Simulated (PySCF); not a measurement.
GaCl2, SMILES [Ga+]([Cl])[Cl], charge +1. Coordinates come from a PBE-D3(BJ)/def2-TZVP optimisation. The spin state was assumed, not searched. The isomer is the one that the SMILES or the coordinates give; other isomers of the formula were not compared.

Computed equilibrium geometry at PBE-D3(BJ)/def2-TZVP (PySCF confirms it by a frequency run) as bond lengths and angles, and its point group:
point group D∞h.
Atoms: Ga1 Cl2 Cl3. Bonded distances (Å): Ga1–Cl2 2.040, Ga1–Cl3 2.040. Bond angles (°): Cl2–Ga1–Cl3 180.0.
Charge +1, spin multiplicity 1.
